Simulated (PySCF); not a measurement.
## Charge on either side of a bond

C₅H₆O₄Si.
Numbering: `[CH2:1]=[CH:2][Si:3]1([CH3:4])[O:5][C:6](=[O:7])[C:8](=[O:9])[O:10]1` (hydrogens: H11, H12 on C1; H13 on C2; H14, H15, H16 on C4)

Cartesian coordinates in Å at the GFN2-xTB level; atoms count from 1:
```xyz
16
C5H6O4Si angstrom
C     -1.7112    1.9259   -0.5324
C     -1.5097    0.6415   -0.7987
Si    -0.1719   -0.4167   -0.0103
C     -0.6267   -2.1060    0.6990
O      0.6700    0.5022    1.1045
C      1.9308    0.7463    0.7514
O      2.6959    1.3983    1.3904
C      2.2343    0.0637   -0.5975
O      3.2779    0.0855   -1.1707
O      1.1445   -0.5663   -1.0349
H     -1.0980    2.4621    0.1734
H     -2.4982    2.4907   -1.0065
H     -2.1647    0.1479   -1.5043
H     -1.4154   -2.0127    1.4385
H      0.2233   -2.5920    1.1732
H     -0.9884   -2.7615   -0.0867
```

Atomic charges (e) from the PBE0/pcSseg-1 density (PySCF):

```json
{"atom": "C1", "Mulliken": "-0.1292", "IAO": "-0.2427", "Hirshfeld": "-0.0557", "ESP-fitted": "-0.2339"}
{"atom": "C2", "Mulliken": "-0.5213", "IAO": "-0.4643", "Hirshfeld": "-0.1440", "ESP-fitted": "-0.4616"}
{"atom": "Si3", "Mulliken": "+1.2703", "IAO": "+1.4381", "Hirshfeld": "+0.5271", "ESP-fitted": "+1.0737"}
{"atom": "C4", "Mulliken": "-0.6387", "IAO": "-0.7467", "Hirshfeld": "-0.2044", "ESP-fitted": "-0.8750"}
{"atom": "O5", "Mulliken": "-0.5514", "IAO": "-0.5795", "Hirshfeld": "-0.1962", "ESP-fitted": "-0.4761"}
{"atom": "C6", "Mulliken": "+0.4227", "IAO": "+0.4591", "Hirshfeld": "+0.1958", "ESP-fitted": "+0.5692"}
{"atom": "O7", "Mulliken": "-0.3216", "IAO": "-0.3810", "Hirshfeld": "-0.2272", "ESP-fitted": "-0.4564"}
{"atom": "C8", "Mulliken": "+0.4311", "IAO": "+0.4599", "Hirshfeld": "+0.1947", "ESP-fitted": "+0.5658"}
{"atom": "O9", "Mulliken": "-0.3210", "IAO": "-0.3805", "Hirshfeld": "-0.2264", "ESP-fitted": "-0.4511"}
{"atom": "O10", "Mulliken": "-0.5418", "IAO": "-0.5788", "Hirshfeld": "-0.2027", "ESP-fitted": "-0.4900"}
{"atom": "H11", "Mulliken": "+0.1395", "IAO": "+0.1613", "Hirshfeld": "+0.0543", "ESP-fitted": "+0.1624"}
{"atom": "H12", "Mulliken": "+0.1353", "IAO": "+0.1637", "Hirshfeld": "+0.0617", "ESP-fitted": "+0.1746"}
{"atom": "H13", "Mulliken": "+0.1422", "IAO": "+0.1638", "Hirshfeld": "+0.0500", "ESP-fitted": "+0.2013"}
{"atom": "H14", "Mulliken": "+0.1597", "IAO": "+0.1751", "Hirshfeld": "+0.0563", "ESP-fitted": "+0.2273"}
{"atom": "H15", "Mulliken": "+0.1648", "IAO": "+0.1779", "Hirshfeld": "+0.0599", "ESP-fitted": "+0.2418"}
{"atom": "H16", "Mulliken": "+0.1593", "IAO": "+0.1746", "Hirshfeld": "+0.0568", "ESP-fitted": "+0.2281"}
```

Question: Cut each of the bonds C1–C2, C2–Si3 and C4–Si3 in turn and sum the charges on the side of the atom named first.

Answer: In e; the other side holds the opposite charge:

```
bond cut  piece  atoms  Mulliken     IAO  Hirshfeld  ESP-fitted
   C1–C2    CH2      3    +0.146  +0.082     +0.060      +0.103
  C2–Si3   C2H3      5    -0.233  -0.218     -0.034      -0.157
  C4–Si3    CH3      4    -0.155  -0.219     -0.031      -0.178
```

Extremes among these pieces. Mulliken: lowest C2H3 at C2, highest CH2 at C1; IAO: lowest CH3 at C4, highest CH2 at C1; Hirshfeld: lowest C2H3 at C2, highest CH2 at C1; ESP-fitted: lowest CH3 at C4, highest CH2 at C1.

Question: Do the schemes agree better on the pieces than on the single atoms at the cuts?

Answer: The spread between schemes averages 0.158 e for the pieces and 0.412 e for the atoms named first; it is smaller for the piece at 3 of the 3 cuts. On average they agree better on the pieces.

Isolated species at its GFN2-xTB geometry (one conformer only).
